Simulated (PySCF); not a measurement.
CH4O3, SMILES OC(O)O.

The structure is a stationary point at r2SCAN-D4/def2-SVP. Other conformers were not sampled.

All values below come from PySCF with ωB97X/def2-TZVPD.

Symmetry labels are those of the subgroup Cs that the program uses (full group Cs).

Problem. List the valence orbital energies around the gap with their symmetry. (An estimate is asked for; the answer gives what the named calculation found.)

Solution. 
| orbital | symmetry | energy (eV) |
|---|---|---|
| HOMO−7 | A' | -16.86 |
| HOMO−6 | A" | -16.75 |
| HOMO−5 | A' | -15.12 |
| HOMO−4 | A" | -14.74 |
| HOMO−3 | A' | -12.67 |
| HOMO−2 | A" | -12.53 |
| HOMO−1 | A' | -11.29 |
| HOMO | A" | -11.18 |
| LUMO | A' | 1.59 |
| LUMO+1 | A" | 2.24 |
| LUMO+2 | A' | 2.48 |
| LUMO+3 | A' | 2.83 |
